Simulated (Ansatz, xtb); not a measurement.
**Relative energy of two isomers of BFH6P2**

Structure a: `FP[BH2-][PH3+]`, a singlet. Structure b: `F[B@@H-](P)[PH3+]`, a singlet. Both are isolated molecules in the gas phase, relaxed with BLYP-D3(BJ)/def2-SVP; the shapes shown needn't be the lowest conformers.

a (Å):

```csv
atom,x (Å),y (Å),z (Å)
B,0.4018,-0.9264,1.1315
F,1.8953,0.5995,-0.6943
P,2.2130,-0.2364,0.7378
P,-0.2531,-1.6869,-0.5329
H,2.7576,-1.4338,0.1132
H,-0.3667,-0.0133,1.3900
H,0.4446,-1.8236,1.9619
H,0.4020,-2.8660,-0.9935
H,-0.0669,-0.8214,-1.6463
H,-1.6235,-2.0616,-0.7178
```

b (Å):

```xyz
10

B    -2.6024    1.3002    0.8462
F    -2.7427    2.5928    1.3142
P    -2.2434    1.1861   -1.1346
P    -0.7962    0.5119    1.6781
H    -3.3367    0.4587    1.3592
H    -2.3743   -0.2494   -1.2177
H    -3.6278    1.3971   -1.4755
H    -0.6526    0.4552    3.0996
H     0.4990    1.0145    1.3373
H    -0.6018   -0.8660    1.3683
```

Energies in hartree; the thermal terms are from BLYP-D3(BJ)/def2-SVP harmonic frequencies (ideal gas, rigid rotor, one conformer each, 298.15 K, 1 atm) and include the zero-point energy:

|  | a | b |
| --- | --- | --- |
| E, CCSD(T)/def2-SVP | −809.378093 | −809.407481 |
| E, MP2/def2-SVP | −809.304351 | −809.333390 |
| E, MP2/def2-TZVPP | −809.861195 | −809.880816 |
| zero-point energy | 0.059573 | 0.057593 |
| H(298 K) − E | 0.067290 | 0.066288 |
| G(298 K) − E | 0.028968 | 0.025413 |

Correct the CCSD(T) difference for the basis set by the MP2 change, then work out ΔE, ΔE₀, ΔH and ΔG for a → b in kJ/mol (1 Eh = 2625.50 kJ/mol) and the equilibrium ratio [b]/[a].

1. Differences b − a: CCSD(T) −0.029388, MP2 in the small set −0.029039, MP2 in the large set −0.019621 Eh.
2. ΔE = −0.029388 + (−0.019621 − (−0.029039)) = −0.019970 Eh = −52.43 kJ/mol.
3. ΔE₀ = ΔE + ΔZPE = −0.019970 + (−0.001980) Eh = −57.63 kJ/mol.
4. ΔH = ΔE + (−0.001002) Eh = −55.06 kJ/mol.
5. ΔG = ΔE + (−0.003555) Eh = −61.76 kJ/mol, so ΔS = (ΔH − ΔG)/T = +22.5 J/(mol K).
6. kT = 0.9442 mEh, so K = [b]/[a] = exp(−ΔG/kT) = exp(+24.92) ≈ 6.6 × 10^10.

Structure b is favoured at this temperature. An error of 4 kJ/mol in ΔG would change K by a factor of 5. The basis-set step is large, which makes the value less sure. Mirror images and further conformers aren't counted.

As drawn, b has 1 B–F, 1 P–H in place of 1 F–P, 1 B–H.

Other levels gave ΔE = −74.8 (BLYP-D3(BJ)/def2-SVP); −82.3 (HF/def2-SVP); −76.2 (MP2/def2-SVP); −77.2 (CCSD(T)/def2-SVP) kJ/mol. The correlated steps freeze 12 core orbitals. Programs: Ansatz 0.2.0.
